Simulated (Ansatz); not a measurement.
Ansatz (a quantum-chemistry and plane-wave program) input:

Ansatz 0.2 input:
```yaml
crystal:
  periodic: [false, false, false]
  atoms:
    - {symbol: Ge, position_ang: [-0.01759029, -0.01028145, 0.70438344]}
    - {symbol: Cl, position_ang: [1.16555720, 1.39719178, -0.32586028]}
    - {symbol: Cl, position_ang: [-1.20281724, -1.39779113, -0.35012084]}
basis:
  gaussian:
    orbitals: def2-TZVP
hamiltonian:
  xc: b3lyp
  dispersion: d3bj
total_charge: 1
magnetization: {spin_polarized: true, initial_magnetization: 1}
relax: {f_tol: 0.002, max_steps: 150}
```

Predict the final energy.

-2997.23444 Eh (B3LYP-D3(BJ)/def2-TZVP). The basis has 122 functions.
